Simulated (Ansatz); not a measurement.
**Relaxing a trial structure of ClH4Si2Sn**

The starting geometry of this gas-phase doublet was optimised with GFN2-xTB.

```xyz
8

Cl    0.9498   -0.7632   -0.1462
Si   -1.9186   -0.4177   -1.9893
Si   -0.7468   -1.8473   -0.5622
Sn   -1.1097   -4.1438    0.4556
H    -2.5682    0.6965   -1.2907
H    -2.9935   -1.1901   -2.6275
H    -1.1304    0.1734   -3.0737
H     0.4693   -3.9827    1.2852
```

Predict what becomes of its bonds when it is optimised with B3LYP-D3(BJ)/def2-SVP.

It keeps its bonds.

The energy falls by 0.11 eV over 10 steps:

| step | E − E(last) (eV) |
| --- | --- |
| 1 | 0.112 |
| 2 | 0.089 |
| 3 | 0.008 |
| 4 | 0.006 |
| 5 | 0.002 |
| 6 | 0.002 |
| 7 | 0.000 |
| 8 | 0.000 |
| 9 | 0.000 |
| 10 | 0.000 |

Final geometry (Å):

```json
{"atom": "Cl", "x (Å)": "0.9136", "y (Å)": "-0.5615", "z (Å)": "0.0342"}
{"atom": "Si", "x (Å)": "-1.9493", "y (Å)": "-0.4397", "z (Å)": "-2.0086"}
{"atom": "Si", "x (Å)": "-0.6946", "y (Å)": "-1.7840", "z (Å)": "-0.5332"}
{"atom": "Sn", "x (Å)": "-1.0824", "y (Å)": "-4.2136", "z (Å)": "0.2885"}
{"atom": "H", "x (Å)": "-2.4109", "y (Å)": "0.7937", "z (Å)": "-1.3055"}
{"atom": "H", "x (Å)": "-3.1339", "y (Å)": "-1.2106", "z (Å)": "-2.4893"}
{"atom": "H", "x (Å)": "-1.1072", "y (Å)": "-0.0430", "z (Å)": "-3.1755"}
{"atom": "H", "x (Å)": "0.4165", "y (Å)": "-4.0161", "z (Å)": "1.2408"}
```

No frequencies were run, so the end isn't proven a minimum. Open shells are spin-unrestricted. Atoms past krypton carry core potentials, without spin–orbit terms. Run with Ansatz 0.2.0, 66 s on 2 threads of Arm Neoverse V2, with other jobs on the host.
